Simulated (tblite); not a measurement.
Run record: tight-binding relaxation, `C[N@H+]([AlH3-])C1CC1`.

Computed with GFN2-xTB geometry optimisation, gas phase (tblite 0.8.0). Start geometry: from a force field or distance geometry. The input is one job of a driver script: a line of settings, then coordinates in Å.

Command:
```bash
OMP_NUM_THREADS=1 python probes_run.py task.json out
```

Input:
```
{"job": {"kind": "relax", "xc": "GFN2-xTB", "basis": "xTB"}, "charge": 0, "multiplicity": 1}
C      1.303300    -0.993600     0.854100
N      0.564800    -0.184100    -0.147400
Al     1.491200     1.483000    -0.435700
C     -0.795600     0.091000     0.341700
C     -1.838700     0.292800    -0.734100
C     -1.815000    -1.010900     0.037000
H      1.358400    -0.458500     1.828700
H      2.331100    -1.206900     0.502300
H      0.787100    -1.968300     1.013900
H      0.558600    -0.717900    -1.037900
H      0.678100     2.334000    -1.530200
H      1.548500     2.302700     0.931500
H      2.955900     1.199400    -0.956900
H     -0.929900     0.637000     1.302600
H     -2.669800     0.983900    -0.453000
H     -1.477000     0.207300    -1.775300
H     -2.624500    -1.101000     0.790300
H     -1.435200    -1.883500    -0.543300
```

Output:
```
step      E/eV     max force
  0    -507.51509    2.612
  1    -507.76782    1.867
  2    -508.02668    0.614
  3    -508.06980    0.516
  4    -508.11851    0.330
  5    -508.13385    0.263
  6    -508.14306    0.219
  7    -508.14888    0.164
  8    -508.15363    0.130
  9    -508.15671    0.129
... (63 lines left out)
 73    -508.18265    0.021
 74    -508.18271    0.022
 75    -508.18279    0.026
 76    -508.18286    0.020
 77    -508.18294    0.018
 78    -508.18302    0.021
 79    -508.18310    0.023
 80    -508.18316    0.016
 81    -508.18319    0.011
 82    -508.18321    0.010
```

«max force» is the largest atomic force in eV/Å.

**Question.** From which step on does the largest force stay under 0.1 eV/Å, and how much energy is left to gain from there?

**Answer.** From step 14 (0.100 eV/Å), 9.9 meV above the end.

In short: energy lowered by 15.4 kcal/mol over 82 steps; largest atomic force 0.010 eV/Å at the end.

On one thread of an Arm Neoverse N1, no GPU, shared host, this took 0.79 s of wall time.
Labels such as C1 count atoms from 1, the log's own numbers from 0.
